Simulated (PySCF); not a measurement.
C4H11GaO2 (SMILES CC[O][Ga]([OH])[CH2]C), singlet, geometry from GFN2-xTB (such geometries of metal compounds can be far from the true shape); CASSCF(6,4)/STO-3G (PySCF).

The PySCF input:
```python
from pyscf import gto, scf, mcscf
import numpy

mol = gto.M(
    atom='''
Ga   -0.14827546    0.24633478   -0.12648893
C    -1.36637580    0.29233003   -1.77953839
C    -1.88035491    1.68884894   -2.09531538
H    -2.18811367   -0.39753250   -1.58615823
H    -0.78720586   -0.11413691   -2.60884040
H    -1.05564657    2.37338033   -2.29594277
H    -2.46106003    2.08949193   -1.26381992
H    -2.52252121    1.66367015   -2.97633143
O     0.32621668    1.57046811    0.92695056
H     0.08478778    2.49120174    0.87983687
O     0.42694034   -1.38269535    0.16031215
C     1.23448186   -2.12855122    1.04095787
C     1.83364697   -1.27642144    2.15080886
H     0.61638021   -2.92574984    1.47488459
H     2.03709337   -2.59429457    0.45383663
H     1.03083792   -0.81404893    2.72443651
H     2.45053351   -1.88418784    2.80899967
H     2.43780925   -0.48359174    1.71067547
''',
    basis='sto-3g',
    verbose=4,
)

mf = scf.RHF(mol)
mf.kernel()
mc = mcscf.CASSCF(mf, 4, 6)
mc.fix_spin_(ss=0.0)
mc.kernel()
occ = numpy.linalg.eigvalsh(mc.fcisolver.make_rdm1(mc.ci, mc.ncas, mc.nelecas))[::-1]
ss = mc.fcisolver.spin_square(mc.ci, mc.ncas, mc.nelecas)[0]
print('natural occupations', occ.round(4), ' <S^2>', round(ss, 4))
```

Q: What does PySCF print? Leave out banner, timings and long lists.

A: 
```
PySCF version 2.14.0

[INPUT] verbose = 4
[INPUT] num. atoms = 18
[INPUT] num. electrons = 82
[INPUT] charge = 0
[INPUT] spin (= nelec alpha-beta = 2S) = 0
[INPUT] symmetry False subgroup None
[INPUT] Mole.unit = angstrom
[INPUT] Symbol           X                Y                Z      unit          X                Y                Z       unit  Magmom
[...]
nuclear repulsion = 565.795354281045
number of shells = 37
number of NR pGTOs = 177
number of NR cGTOs = 59
basis = sto-3g
ecp = {}

******** <class 'pyscf.scf.hf.RHF'> ********
method = RHF
initial guess = minao
damping factor = 0
level_shift factor = 0
DIIS = <class 'pyscf.scf.diis.CDIIS'>
diis_start_cycle = 1
diis_space = 8
diis_damp = 0
SCF conv_tol = 1e-09
SCF conv_tol_grad = None
SCF max_cycles = 50
direct_scf = True
direct_scf_tol = 1e-13
Set gradient conv threshold to 3.16228e-05
Initial guess from minao.
init E= -2202.9415651406
[...]
cycle= 1 E= -2204.34451700322  delta_E= -1.4  |g|= 0.782  |ddm|= 4.85
[...]
cycle= 2 E= -2204.60928239711  delta_E= -0.265  |g|= 0.252  |ddm|= 1.63
[...]
cycle= 3 E= -2204.63170579312  delta_E= -0.0224  |g|= 0.0635  |ddm|= 0.422
[...]
cycle= 4 E= -2204.63365914638  delta_E= -0.00195  |g|= 0.0161  |ddm|= 0.123
[...]
cycle= 5 E= -2204.63390204684  delta_E= -0.000243  |g|= 0.00642  |ddm|= 0.0547
[...]
cycle= 6 E= -2204.6339472291  delta_E= -4.52e-05  |g|= 0.0035  |ddm|= 0.0217
[...]
cycle= 7 E= -2204.63397047145  delta_E= -2.32e-05  |g|= 0.00131  |ddm|= 0.0227
[...]
cycle= 8 E= -2204.63397387271  delta_E= -3.4e-06  |g|= 0.000467  |ddm|= 0.00947
[...]
cycle= 9 E= -2204.63397421693  delta_E= -3.44e-07  |g|= 0.000145  |ddm|= 0.0029
[...]
cycle= 10 E= -2204.63397425112  delta_E= -3.42e-08  |g|= 5.01e-05  |ddm|= 0.000837
[...]
cycle= 11 E= -2204.63397425551  delta_E= -4.39e-09  |g|= 1.77e-05  |ddm|= 0.00031
[...]
cycle= 12 E= -2204.63397425608  delta_E= -5.7e-10  |g|= 5.07e-06  |ddm|= 0.000118
[...]
Extra cycle  E= -2204.63397425612  delta_E= -4e-11  |g|= 3.07e-06  |ddm|= 1.39e-05
converged SCF energy = -2204.63397425612

******** <class 'pyscf.mcscf.mc1step.CASSCF'> ********
CAS (3e+3e, 4o), ncore = 38, nvir = 17
max_cycle_macro = 50
max_cycle_micro = 4
conv_tol = 1e-07
conv_tol_grad = None
orbital rotation max_stepsize = 0.02
orbital rotation threshold for CI restart = 0.01
augmented hessian ah_max_cycle = 30
augmented hessian ah_conv_tol = 1e-12
augmented hessian ah_linear dependence = 1e-14
augmented hessian ah_level shift = 1e-08
augmented hessian ah_start_tol = 2.5
augmented hessian ah_start_cycle = 3
augmented hessian ah_grad_trust_region = 3
kf_trust_region = 3
kf_interval = 4
ci_response_space = 4
ci_grad_trust_region = 3
with_dep4 0
natorb = False
canonicalization = True
sorting_mo_energy = False
ao2mo_level = 2
internal_rotation = False
******** <class 'pyscf.fci.addons.SpinPenaltyFCISolver'> ********
max. cycles = 50
conv_tol = 1e-08
davidson only = True
linear dependence = 1e-12
level shift = 0.001
max iter space = 12
nroots = 1
pspace_size = 400
spin = None
CASCI E = -2204.63673521385  S^2 = 0.0000000
Set conv_tol_grad to 0.000316228
macro iter   1 ( 21 JK    4 micro), CASSCF E = -2204.63739350318  dE = -6.58289323e-04  S^2 = 0.0000000
               |grad[o]|=0.0128  |grad[c]|=0.0357  |ddm|=0.00233  |maxRot[o]|=0.232
macro iter   2 (  7 JK    2 micro), CASSCF E = -2204.63803054980  dE = -6.37046626e-04  S^2 = 0.0000000
               |grad[o]|=0.00861  |grad[c]|=0.00114  |ddm|=0.00811  |maxRot[o]|=0.0696
macro iter   3 (  7 JK    2 micro), CASSCF E = -2204.63841452613  dE = -3.83976326e-04  S^2 = 0.0000000
               |grad[o]|=0.00755  |grad[c]|=0.00298  |ddm|=0.00672  |maxRot[o]|=0.0649
macro iter   4 ( 17 JK    4 micro), CASSCF E = -2204.63832543390  dE =  8.90922292e-05  S^2 = 0.0000000
               |grad[o]|=0.0061  |grad[c]|=0.0106  |ddm|=0.0263  |maxRot[o]|=0.103
macro iter   5 ( 21 JK    4 micro), CASSCF E = -2204.63845124149  dE = -1.25807594e-04  S^2 = 0.0000000
[...]
macro iter  32 ( 21 JK    4 micro), CASSCF E = -2204.64699013779  dE = -5.40954879e-05  S^2 = 0.0000000
               |grad[o]|=0.00927  |grad[c]|=0.00271  |ddm|=0.00044  |maxRot[o]|=0.054
macro iter  33 ( 12 JK    3 micro), CASSCF E = -2204.64704018628  dE = -5.00484962e-05  S^2 = 0.0000000
               |grad[o]|=0.00795  |grad[c]|=0.00287  |ddm|=0.000404  |maxRot[o]|=0.0409
macro iter  34 ( 17 JK    4 micro), CASSCF E = -2204.64708358857  dE = -4.34022841e-05  S^2 = 0.0000000
               |grad[o]|=0.00695  |grad[c]|=0.0113  |ddm|=0.000607  |maxRot[o]|=0.0903
macro iter  35 ( 17 JK    4 micro), CASSCF E = -2204.64709328558  dE = -9.69701114e-06  S^2 = 0.0000000
               |grad[o]|=0.00754  |grad[c]|=0.0211  |ddm|=0.000387  |maxRot[o]|=0.109
macro iter  36 (  7 JK    2 micro), CASSCF E = -2204.64715443340  dE = -6.11478249e-05  S^2 = 0.0000000
               |grad[o]|=0.00757  |grad[c]|=0.0125  |ddm|=0.000878  |maxRot[o]|=0.0648
macro iter  37 ( 17 JK    4 micro), CASSCF E = -2204.64713183526  dE =  2.25981407e-05  S^2 = 0.0000000
               |grad[o]|=0.0053  |grad[c]|=0.0348  |ddm|=0.000753  |maxRot[o]|=0.0989
macro iter  38 ( 21 JK    4 micro), CASSCF E = -2204.64714618912  dE = -1.43538587e-05  S^2 = 0.0000000
               |grad[o]|=0.00568  |grad[c]|=0.00323  |ddm|=0.000131  |maxRot[o]|=0.0459
macro iter  39 ( 12 JK    3 micro), CASSCF E = -2204.64716779530  dE = -2.16061776e-05  S^2 = 0.0000000
               |grad[o]|=0.00511  |grad[c]|=0.0394  |ddm|=0.000115  |maxRot[o]|=0.0775
macro iter  40 (  7 JK    2 micro), CASSCF E = -2204.64718825791  dE = -2.04626108e-05  S^2 = 0.0000000
               |grad[o]|=0.00412  |grad[c]|=0.0185  |ddm|=0.000327  |maxRot[o]|=0.0509
macro iter  41 (  7 JK    2 micro), CASSCF E = -2204.64720527232  dE = -1.70144126e-05  S^2 = 0.0000000
               |grad[o]|=0.00381  |grad[c]|=0.015  |ddm|=0.000606  |maxRot[o]|=0.0598
macro iter  42 (  7 JK    2 micro), CASSCF E = -2204.64721541395  dE = -1.01416326e-05  S^2 = 0.0000000
               |grad[o]|=0.00362  |grad[c]|=0.00658  |ddm|=0.000629  |maxRot[o]|=0.0417
macro iter  43 ( 12 JK    3 micro), CASSCF E = -2204.64719501421  dE =  2.03997406e-05  S^2 = 0.0000000
               |grad[o]|=0.00359  |grad[c]|=0.0134  |ddm|=0.000509  |maxRot[o]|=0.0473
macro iter  44 ( 21 JK    4 micro), CASSCF E = -2204.64720553398  dE = -1.05197660e-05  S^2 = 0.0000000
               |grad[o]|=0.00849  |grad[c]|=0.00416  |ddm|=0.000239  |maxRot[o]|=0.00843
macro iter  45 (  7 JK    2 micro), CASSCF E = -2204.64721085284  dE = -5.31886008e-06  S^2 = 0.0000000
               |grad[o]|=0.00525  |grad[c]|=0.0127  |ddm|=0.00011  |maxRot[o]|=0.0376
macro iter  46 (  7 JK    2 micro), CASSCF E = -2204.64721721938  dE = -6.36653840e-06  S^2 = 0.0000000
               |grad[o]|=0.00478  |grad[c]|=0.0217  |ddm|=0.000155  |maxRot[o]|=0.0512
macro iter  47 (  7 JK    2 micro), CASSCF E = -2204.64722337185  dE = -6.15247563e-06  S^2 = 0.0000000
               |grad[o]|=0.00517  |grad[c]|=0.0281  |ddm|=0.000343  |maxRot[o]|=0.0598
macro iter  48 (  5 JK    2 micro), CASSCF E = -2204.64722634684  dE = -2.97498946e-06  S^2 = 0.0000000
               |grad[o]|=0.00591  |grad[c]|=0.00656  |ddm|=0.000151  |maxRot[o]|=0.0277
macro iter  49 (  5 JK    2 micro), CASSCF E = -2204.64722915595  dE = -2.80910945e-06  S^2 = 0.0000000
               |grad[o]|=0.00435  |grad[c]|=0.00694  |ddm|=0.000306  |maxRot[o]|=0.0288
macro iter  50 (  5 JK    2 micro), CASSCF E = -2204.64723146571  dE = -2.30976138e-06  S^2 = 0.0000000
               |grad[o]|=0.00316  |grad[c]|=0.00457  |ddm|=0.000279  |maxRot[o]|=0.0234
1-step CASSCF not converged,  50 macro (646 JK 151 micro) steps
CASSCF canonicalization
Density matrix diagonal elements [1.98448249 1.99852723 1.99190592 0.02508436]
CASSCF energy = -2204.64723146571
CASCI E = -2204.64723146571  E(CI) = -62.0426284317887  S^2 = 0.0000000
natural occupations [2.     1.9964 1.9812 0.0224]  <S^2> 0.0
```

The run did not converge; its last values are not results.
